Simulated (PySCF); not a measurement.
**Cr⁺ (chromium, charge +1) across methods**

[Ar] 3d4 4p1, one real determinant (an excited configuration). Computed with PySCF 2.14 in x2c-TZVPPall, with scalar relativity by spin-free X2C-1e. The B2PLYP total includes its PT2 part (frozen core); its orbital energies are those of the SCF part.

```
   method  E (hartree)  mean ε 3p β (eV)  mean ε 3d α (eV)  mean ε 4p α (eV)  Σ⟨r²⟩ (bohr²)   ⟨S²⟩
   B2PLYP    -1050.028           -61.045           -20.536            -9.317          31.31  8.751
     PW91    -1050.356           -55.693           -16.245            -8.486          30.87  8.750
      M06    -1050.248           -58.665           -18.130            -8.773          31.09  8.751
      PBE    -1050.059           -55.615           -16.172            -8.446          30.97  8.750
CAM-B3LYP    -1050.346           -59.855           -19.777            -9.821          30.99  8.751
      LDA    -1047.958           -55.728           -16.329            -8.496          30.82  8.750
     PBE0    -1050.092           -58.402           -18.376            -8.973          31.06  8.751
      UHF  -1049.24301           -65.384           -24.469           -10.166          31.84  8.752
```

Estimate the same row for r2SCAN.

E (hartree) = -1050.265; mean ε 3p β (eV) = -56.337; mean ε 3d α (eV) = -16.561; mean ε 4p α (eV) = -8.496; Σ⟨r²⟩ (bohr²) = 30.96; ⟨S²⟩ = 8.751.

⟨L²⟩ = 8.01 against 12 for a pure F term, so this real determinant mixes terms.
